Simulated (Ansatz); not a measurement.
Consider the substitution at a C–B bond: `CBO[SiH2]F` + `CN[SiH2]O` → `CN[SiH2]OC` + `BO[SiH2]F`.

Calculated with Ansatz (gas phase, PBE0-D4/def2-TZVP geometries, no zero-point term in ΔE). CCSD(T)/CBS adds triple-zeta CCSD(T) − MP2 to the extrapolated MP2 energy (def2 sets, frozen cores). DFT in def2-TZVPP. B3LYP here is the variant with VWN-RPA as its local correlation; programs differ in this. One conformer a species, not always the lowest.

Is it downhill or uphill in electronic energy at CCSD(T)/CBS, and by how much? (Estimate.)

Ansatz gave: Uphill: ΔE = +1.14 eV.

What do these levels give: r2SCAN-D4, PBE0-D4, r2SCAN, B3LYP, CCSD/def2-TZVPP, CCSD(T)/def2-TZVPP? (Estimate.)

Ansatz gave: r2SCAN-D4 1.17, PBE0-D4 1.15, r2SCAN 1.18, B3LYP 1.10, CCSD/def2-TZVPP 1.11, CCSD(T)/def2-TZVPP 1.11 eV.

Largest T1 diagnostic among the species: 0.013.

In def2-TZVPP, CCSD(T) changes the Hartree–Fock value by +0.11 eV (the triples alone add +0.00 eV) and MP2 by +0.16 eV.
